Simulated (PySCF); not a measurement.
## Radial density of Ge (germanium, neutral)

r2SCANh, [Ar] 3d10 4s1 4p2 5s1, high-spin 5P determinant (an excited configuration). All numbers are calculated (PySCF 2.14, a scalar-relativistic core potential, in aug-cc-pVTZ-PP with one added diffuse shell each of s, d, f type with ECP10MDF (7s5p5d3f, 68 functions)). This is the valence pseudo-density: the core potential removes the inner electrons and smooths the orbitals near the nucleus.

```csv
r (bohr),4πr²ρ (e/bohr),4πr²(ρα − ρβ)
0.00159,2.803e-05,0.0000
0.00268,7.794e-05,0.0000
0.00450,0.0002105,0.0000
0.00757,0.0005318,0.0000
0.0127,0.001210,0.0001
0.0214,0.002565,0.0002
0.0360,0.006061,0.0003
0.0606,0.03434,0.0002
0.102,0.3283,-0.0013
0.171,2.460,-0.0080
0.288,12.00,0.0427
0.485,28.27,0.1925
0.816,16.61,-0.0218
1.37,3.513,1.1111
2.31,1.447,1.3541
3.88,0.3841,0.3836
6.53,0.1890,0.1890
11.0,0.02173,0.0217
18.5,0.0001667,0.0002
```

Energies and moments cover only the electrons outside the core potential. The outer electron is Rydberg-like, and this basis confines it to a smaller radius and binds it less than a complete one would.

(1) Where is the radial spin density 4πr²(ρα − ρβ) most negative, and why is it negative at all?

Answers

(1) Around r = 0.816 bohr, down to -0.0218 e/bohr: exchange with the open shell polarises the paired shells in an unrestricted calculation.
